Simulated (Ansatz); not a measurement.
Mulliken charges of ClH$_{5}$N$_{2}$OSi (`N[Si](N)(O)Cl`) from PBE/def2-TZVPP in Ansatz (PBE0-D4/def2-TZVP geometry).

| atom | x (Å) | y (Å) | z (Å) | charge (e) |
| --- | --- | --- | --- | --- |
| N1 | -1.158 | -0.516 | -0.916 | -0.380 |
| Si2 | 0.183 | 0.154 | -0.142 | 0.553 |
| N3 | -0.076 | 0.076 | 1.530 | -0.375 |
| O4 | 1.452 | -0.641 | -0.805 | -0.344 |
| Cl5 | 0.557 | 2.172 | -0.465 | -0.278 |
| H6 | -2.092 | -0.278 | -0.631 | 0.159 |
| H7 | -1.105 | -0.808 | -1.878 | 0.161 |
| H8 | 0.312 | 0.761 | 2.155 | 0.156 |
| H9 | -0.275 | -0.800 | 1.983 | 0.157 |
| H10 | 2.285 | -0.170 | -0.828 | 0.192 |

Problem. By hand: the dipole of these point charges (1 e Å = 4.8032 D).

Solution. Σ q r = (-0.151, -0.344, 0.188) e Å, of length 0.420 e Å = 2.02 D.

Problem. How does the dipole of the full density compare? (Estimate.)

Solution. The calculation gave: (-0.069, -0.177, 0.178) e Å, 1.25 D; the point charges give 1.62 times that, at 17° from its direction.

Point charges leave out the atoms' own dipoles, such as those of lone pairs, and Mulliken's split depends on the basis, so the two needn't agree.
